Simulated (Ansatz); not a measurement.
Task: Name a neutral molecule of C, Ga, Si and H with HOMO–LUMO gap (PBE/def2-TZVPP) between 3.85 and 4.15 eV and size of the dipole moment (ωB97M-V/def2-TZVPP) between 1.65 and 1.95 D (Ansatz, PBE0-D4/def2-TZVP geometry).

Result: `[SiH3]C[SiH2][GaH2]` (3.91 eV, 1.80 D). Other molecules can fit too; these were computed, each in one conformer that needn't be the lowest.
